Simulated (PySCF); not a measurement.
## Mn(2+): ionisation energy

Mn(2+) [Ar] 3d5 (6S) → Mn(3+) [Ar] 3d4 (5D), as a difference of total energies. All numbers are calculated (PySCF 2.14, no relativity, point nucleus, in aug-cc-pVQZ). Correlated levels: valence: [Ar] frozen. The calculations carry no spin-orbit coupling.

| method | ionisation energy (eV) | plus first-order spin-orbit estimate | difference from reference of that sum (eV) |
| --- | --- | --- | --- |
| UHF | 32.584 | 32.505 | -1.163 |
| LDA | 34.668 | 34.590 | +0.922 |
| PBE | 34.262 | 34.184 | +0.516 |
| PBE0 | 34.088 | 34.010 | +0.342 |
| r2SCAN | 34.101 | 34.023 | +0.355 |
| TPSSh | 33.931 | 33.852 | +0.184 |
| M06-2X | 33.681 | 33.602 | -0.066 |
| r2SCANh | 34.057 | 33.978 | +0.310 |
| MP2 (valence) | 33.463 | 33.384 | -0.284 |
| SCS-MP2 (valence) | 32.877 | 32.798 | -0.870 |

Reference: 33.668 ± 0.012 eV (measured; NIST Atomic Spectra Database, ionization energies).

A first-order spin-orbit estimate (lowest level to lowest level, LS coupling) adds -0.079 eV.

These non-relativistic numbers lack the scalar-relativistic shift.
